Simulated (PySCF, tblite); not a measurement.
One entry of a table of gas-phase calculations, keyed by method. Lists by class give the value and the number of equivalent atoms.

```json
{
 "formula": "C4H9F3Si2",
 "smiles": "FC(F)=C(F)[C@@H]([SiH3])C[SiH3]",
 "charge": 0,
 "multiplicity": 1,
 "geometry_level": "GFN2-xTB",
 "electronic_structure_code": "PySCF",
 "results": {
  "GFN2-xTB geometry": {
   "point_group": "C1",
   "rotational_constants_GHz": [1.628, 0.601, 0.543]
  },
  "PBE0/pcSseg-1 ground state and GIAO shieldings, non-relativistic": {
   "dipole_D": 1.64,
   "homo_eV": -7.15,
   "lumo_eV": 0.11,
   "shift_vs_computed_TMS_C_by_class_ppm": [
    [165.1, 1],
    [144.3, 1],
    [23.4, 1],
    [12.5, 1]
   ],
   "shift_vs_computed_TMS_H_by_class_ppm": [
    [4.05, 3],
    [3.96, 3],
    [2.06, 1],
    [1.49, 1],
    [1.18, 1]
   ],
   "shielding_other_nuclei_by_class_ppm": [
    ["F", 281.3, 1],
    ["F", 296.1, 1],
    ["F", 367.2, 1],
    ["Si", 414.4, 1],
    ["Si", 419.5, 1]
   ]
  },
  "GFN2-xTB harmonic vibrations, gas phase": {
   "strongest_ir_bands_cm-1_km_per_mol_modes": [
    [769.7, 337.9, 2],
    [774.1, 332.8, 1],
    [805.4, 364.1, 1],
    [1032.5, 274.2, 1],
    [2260.6, 655.8, 2],
    [2304.6, 347.8, 1]
   ],
   "zpe_kcal_per_mol": 69.6
  }
 }
}
```

In atomic units the dipole is 0.64 e·bohr (1 au = 2.5417 D). The rotational constants make it an asymmetric top with κ = (2B − A − C)/(A − C) = -0.89, nearer the prolate limit (−1). The zero-point energy, half the sum of the 48 harmonic wavenumbers, equals 24360 cm⁻¹ or 291 kJ/mol. With B = h/(8π²I), that is 505.379 GHz u Å² over I, the principal moments of inertia are 310.4, 840.3 and 931.3 u Å² (most abundant isotopes); the inertial defect Ic − Ia − Ib is -219.4 u Å² (zero for a rigid planar frame, negative otherwise).

 NMR classes are plain means over equivalent atoms (diastereotopic ones count apart unless rotation or inversion swaps them), as if these changed places fast; in this geometry the members of some classes differ.

Shape of the structure used: `[F:1][C:2]([F:3])=[C:4]([F:5])[C@@H:6]([SiH3:7])[CH2:8][SiH3:9]`: C2–C4–C6–Si7 118°, C4–C6–C8–Si9 172°.

One conformer stands for the species.
